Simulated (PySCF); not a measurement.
**Shieldings and the share of exact exchange**

Molecule: `[SiH3]PB(C)F`, CH7BFPSi.

Atom-mapped SMILES (the numbers label the heavy atoms): `[CH3:1][B:2]([F:3])[PH:4][SiH3:5]`. Hydrogens are named by the atom that carries them.

GIAO shieldings (ppm, equivalent atoms averaged) in PySCF on the PBE0-D3(BJ)/def2-SVP geometry, basis pcSseg-2, gas phase, non-relativistic:

| functional | exact exchange (%) | σ(C1) | σ(B2) | σ(F3) | σ(Si5) |
| --- | --- | --- | --- | --- | --- |
| BLYP | 0 | 164.5 | 18.9 | 153.8 | 394.3 |
| BP86 | 0 | 168.0 | 23.2 | 149.9 | 406.1 |
| PBE | 0 | 168.3 | 22.0 | 146.4 | 408.9 |
| B3LYP | 20 | 168.7 | 23.8 | 174.5 | 406.2 |
| PBE0 | 25 | 173.1 | 28.1 | 173.6 | 422.7 |
| BHandHLYP | 50 | 173.9 | 31.4 | 202.7 | 423.3 |
| HF | 100 | 181.6 | 46.3 | 242.9 | 454.5 |

**Question.** Fit each shielding as a line in the percentage of exact exchange.

**Answer.** σ(C1) = 167.1 + 0.15 x (rms 1.5 ppm); σ(B2) = 20.8 + 0.24 x (rms 1.7 ppm); σ(F3) = 151.5 + 0.94 x (rms 3.3 ppm); σ(Si5) = 402.5 + 0.50 x (rms 5.9 ppm). The functionals also differ in their semilocal parts, which the line can't hold; Hartree–Fock has no correlation at all.

**Question.** What does the line predict for mPW1PW91 (25 %), and what does the run give?

**Answer.** σ(C1): 170.8 predicted, 172.5 computed; σ(B2): 26.8 predicted, 28.2 computed; σ(F3): 175.0 predicted, 175.7 computed; σ(Si5): 415.0 predicted, 420.2 computed ppm.
